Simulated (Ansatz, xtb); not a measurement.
# Two isomers of GeH9NSi2

Structure I: `N[SiH2][SiH2][GeH3]`, a singlet. Structure II: `[SiH3]N[SiH2][GeH3]`, a singlet. Both are isolated molecules in the gas phase, relaxed with B3LYP/def2-SVP; the shapes shown needn't be the lowest conformers.

I (Å):

```xyz
13

Ge   -1.2179   -0.7212    1.4757
N     2.7580    0.1400   -2.1462
Si    2.1286   -0.1912   -0.5565
Si   -0.2174   -0.3934   -0.6850
H     2.3779    0.9152   -2.6818
H     3.7578    0.0557   -2.3116
H     2.4391    0.8265    0.5062
H     2.7288   -1.4790   -0.0964
H    -0.5950   -1.5370   -1.5713
H    -0.7986    0.8508   -1.2830
H    -0.6678   -1.9988    2.1483
H    -0.9176    0.4729    2.4088
H    -2.7518   -0.8648    1.3610
```

II (Å):

```json
{"atom": "Ge", "x (Å)": "2.3905", "y (Å)": "-1.2129", "z (Å)": "-0.1711"}
{"atom": "N", "x (Å)": "-0.3600", "y (Å)": "0.9029", "z (Å)": "-0.2762"}
{"atom": "Si", "x (Å)": "-1.0343", "y (Å)": "0.4006", "z (Å)": "1.2547"}
{"atom": "Si", "x (Å)": "1.2468", "y (Å)": "0.7469", "z (Å)": "-0.9580"}
{"atom": "H", "x (Å)": "-0.2051", "y (Å)": "-0.7254", "z (Å)": "1.7688"}
{"atom": "H", "x (Å)": "-2.4440", "y (Å)": "-0.0522", "z (Å)": "1.0628"}
{"atom": "H", "x (Å)": "-1.0491", "y (Å)": "1.4799", "z (Å)": "2.2908"}
{"atom": "H", "x (Å)": "-0.9736", "y (Å)": "1.5037", "z (Å)": "-0.8267"}
{"atom": "H", "x (Å)": "1.1151", "y (Å)": "0.6626", "z (Å)": "-2.4448"}
{"atom": "H", "x (Å)": "2.1262", "y (Å)": "1.9275", "z (Å)": "-0.6745"}
{"atom": "H", "x (Å)": "2.7814", "y (Å)": "-1.1143", "z (Å)": "1.3190"}
{"atom": "H", "x (Å)": "1.5432", "y (Å)": "-2.4888", "z (Å)": "-0.3663"}
{"atom": "H", "x (Å)": "3.6938", "y (Å)": "-1.3719", "z (Å)": "-0.9879"}
```

**Question.** Estimate E(II) − E(I) at the level CCSD(T)/def2-SVP + ΔMP2/def2-TZVPP.

**Answer.** Calculated at CCSD(T)/def2-SVP + ΔMP2/def2-TZVPP: E(II) − E(I) = −49.3 kJ/mol, so structure II lies lower.

Level by level:

```json
{"level": "GFN2-xTB", "geometry": "GFN2-xTB", "E(II) − E(I) (kJ/mol)": "−127.2", "departure from the last row (kJ/mol)": "−77.9", "job, with rough time for the two": "optimisation, 0.64 s"}
{"level": "HF/STO-3G", "geometry": "GFN2-xTB", "E(II) − E(I) (kJ/mol)": "−31.8", "departure from the last row (kJ/mol)": "+17.6", "job, with rough time for the two": "single point, 0.98 s"}
{"level": "r2SCAN-D4/def2-SVP", "geometry": "GFN2-xTB", "E(II) − E(I) (kJ/mol)": "−39.5", "departure from the last row (kJ/mol)": "+9.8", "job, with rough time for the two": "single point, 5.6 s"}
{"level": "B3LYP/def2-SVP", "geometry": "B3LYP/def2-SVP", "E(II) − E(I) (kJ/mol)": "−43.3", "departure from the last row (kJ/mol)": "+6.0", "job, with rough time for the two": "optimisation, 2.5 min"}
{"level": "HF/def2-SVP", "geometry": "B3LYP/def2-SVP", "E(II) − E(I) (kJ/mol)": "−58.3", "departure from the last row (kJ/mol)": "−9.0", "job, with rough time for the two": "part of the CCSD(T) run"}
{"level": "MP2/def2-SVP", "geometry": "B3LYP/def2-SVP", "E(II) − E(I) (kJ/mol)": "−53.1", "departure from the last row (kJ/mol)": "−3.8", "job, with rough time for the two": "part of the CCSD(T) run"}
{"level": "CCSD(T)/def2-SVP", "geometry": "B3LYP/def2-SVP", "E(II) − E(I) (kJ/mol)": "−48.5", "departure from the last row (kJ/mol)": "+0.8", "job, with rough time for the two": "single point"}
{"level": "CCSD(T)/def2-SVP + ΔMP2/def2-TZVPP", "geometry": "B3LYP/def2-SVP", "E(II) − E(I) (kJ/mol)": "−49.3", "departure from the last row (kJ/mol)": "", "job, with rough time for the two": "single point, 59 s"}
```

As drawn, II has 1 N–Si, 1 Si–H in place of 1 Si–Si, 1 N–H.

The levels shown agree on the order. The largest departure from CCSD(T)/def2-SVP + ΔMP2/def2-TZVPP is that of GFN2-xTB, 77.9 kJ/mol. The last row adds to CCSD(T) the change of the MP2 difference between the two basis sets, here −0.8 kJ/mol.

With thermal terms from frequencies at re-optimised GFN2-xTB minima (ideal gas, soft modes damped towards free rotors, one conformer each, 298.15 K, 1 atm): the zero-point term adds −4.8 kJ/mol; ΔH is −55.3 and ΔG −53.0 kJ/mol.

The correlated steps freeze 20 core orbitals; the filled d shell of Ge is correlated, in a basis made for valence electrons. Programs: Ansatz 0.2.0, xtb 6.7.1; the last row on 2 threads of Intel(R) Xeon(R) Processor @ 2.70GHz on a shared host.
